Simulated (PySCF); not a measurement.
**Polarisability and C₆ of Co (cobalt, neutral)**

[Ar] 3d9, 2D determinant (an excited configuration). Calculation: PySCF 2.14, in aug-cc-pwCVTZ-DK; scalar relativity by spin-free X2C-1e. Coupled (time-dependent) response in atomic units; α is the mean over directions.

```csv
method,mean α (bohr³),"α xx, yy, zz",C₆ (like pair),S(−4)
PBE0,51.33,"41.10, 41.10, 71.80",156.1,25980
```

S(−4) is the Cauchy moment in α(ω) = α(0) + S(−4) ω² + …

α(iu) at PBE0:

| u (hartree) | α(iu) (bohr³) |
| --- | --- |
| 0 | 51.33 |
| 0.0500 | 30.09 |
| 0.100 | 17.79 |
| 0.200 | 9.685 |
| 0.300 | 7.169 |
| 0.500 | 5.263 |
| 0.750 | 4.104 |
| 1.00 | 3.303 |
| 1.50 | 2.227 |
| 2.00 | 1.585 |
| 3.00 | 0.9209 |
| 5.00 | 0.4334 |

A single London oscillator, α(iu) = α/(1 + u²/ω²), gives C₆ = (3/4) ω α². Matching the computed C₆ needs ω = 4 × 156.1 / (3 × 51.33²) = 0.0790 hartree.

The components differ because the open shell of this determinant is not spherical; for a pure term their mean is the scalar polarisability.
